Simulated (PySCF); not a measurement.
## Excited states of Ne⁸⁺ (neon, charge +8)

Ground state 1s2, ¹S. All numbers are calculated (PySCF 2.14, scalar relativity by spin-free X2C-1e, in an even-tempered Gaussian basis (18 s from 0.23 bohr⁻², ratio 2.5; 9 p from 0.285 bohr⁻², ratio 2.7; 7 d from 0.32 bohr⁻², ratio 2.7; 3 f from 25 bohr⁻², ratio 2.7)). Vertical excitation energies in eV without spin-orbit coupling; excited terms of each kind are numbered among those the solver found. Frozen: nothing.

| term | leading excitation | EOM-EE-CCSD |
| --- | --- | --- |
| 1 3S | 1s → s | 905.32 |
| 1 3P° | 1s → p | 915.17 |
| 1 1S | 1s → s | 915.56 |
| 1 1P° | 1s → p | 922.31 |
| 2 3S | 1s → s | 1069.4 |
| 2 1S | 1s → s | 1072.1 |
| 2 3P° | 1s → p | 1072.1 |
| 1 3D | 1s → d | 1073.6 |
| 1 1D | 1s → d | 1073.6 |
| 2 1P° | 1s → p | 1074.1 |
| 2 3D | 1s → d | 1127.6 |
| 2 1D | 1s → d | 1127.6 |

Only the lower part of the computed list is shown. Doubly excited terms such as np² are absent. The solver can miss terms. The 12 highest virtual orbitals were dropped.
